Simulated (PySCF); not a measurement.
## HBiS: breathing scan

All numbers come from PBE0/[Bi def2-TZVP with ECP60, S def2-TZVP, H def2-TZVP], scalar-relativistic core potentials, density fitting, no spin–orbit coupling, PySCF.

Rigid scan from the singlet minimum (Bi–H 1.818 Å, Bi–S 2.305 Å; H–Bi–S 99.0°). Coordinate: all bonds to the central atom scaled together. Energies in kJ/mol from the minimum.

```tsv
scale of all bonds to the centre	E (kJ/mol)	dipole size (D)
0.88	150.8	2.58
0.92	58.9	2.92
0.96	13.0	3.25
1.00	0.0	3.56
1.04	10.3	3.83
1.08	36.7	4.08
1.14	95.8	4.39
1.22	193.1	4.72
1.35	360.5	5.08
```

At long bonds a restricted determinant can lie too high, and another spin state can fall below this curve.

Spin–orbit coupling, left out here, can matter for elements this heavy.
